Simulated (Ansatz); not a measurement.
# Reading a saddle point

A first-order saddle point of SiHF4, doublet, PBE0-D4/def2-TZVP, with one imaginary mode of 1311i cm⁻¹:

F1  (-0.841, -0.818, 0.662)
Si2  (0.517, 0.135, -0.096)
F3  (0.127, -0.061, -1.611)
F4  (0.063, 1.581, 0.337)
F5  (2.100, 0.100, -0.016)
H6  (-1.966, -0.936, 0.724)
(Å)

Ansatz 0.2.0; basis: def2-TZVPP and def2-QZVPP; cores frozen in the correlated methods; orbitals are unrestricted. Extrapolation: Hartree–Fock as exp(−7.88 √X), correlation as X^−2.97.

Task: Which contacts change along the imaginary mode, and what lies on either side? (Judge from chemistry; the calculation decides.)

Result: The calculation gives: The step is SiF₄ ([F][Si]([F])([F])[F]) + H → SiF₃ ([F][Si]([F])[F]) + HF, with the molecules in contact on both sides. Shortening one way: F1–H6; lengthening the same way: F1–Si2.
```
  pair  one side (Å)  saddle (Å)  other side (Å)
 F1–H6          3.41        1.13            0.92
F1–Si2          1.56        1.82            2.92
```

Task: Which side is lower, and how far does the saddle lie above each? (To be estimated.)

Result: The calculation gives: The side with F1–Si2 short is lower by 98.6 kJ/mol; the saddle lies 238.9 kJ/mol above it and 140.3 kJ/mol above the other (CCSD(T) at an estimated basis limit (MP2 extrapolated from triple and quadruple zeta, plus CCSD(T) − MP2 in triple zeta); electronic energies).

No T1 diagnostic of these runs exceeds 0.015. ⟨S²⟩ of the unrestricted Hartree–Fock references: 0.75 to 0.78 (a pure state has 0.75).

Radical steps of this kind take place in plasma deposition and etching.

Labels in which every atom is bracketed show which atoms are joined, not bond orders.

For scale, one of the runs: CCSD(T)/def2-TZVPP, 180 basis functions, launched by `ansatz run in.yaml --threads 8 --pin off --events-out ev --progress --plain --max-ram 19148MiB`. Hardware: 8 CPU threads of an Arm Neoverse V1, shared host. Wall time 110 s; peak host memory 5.2 GiB.
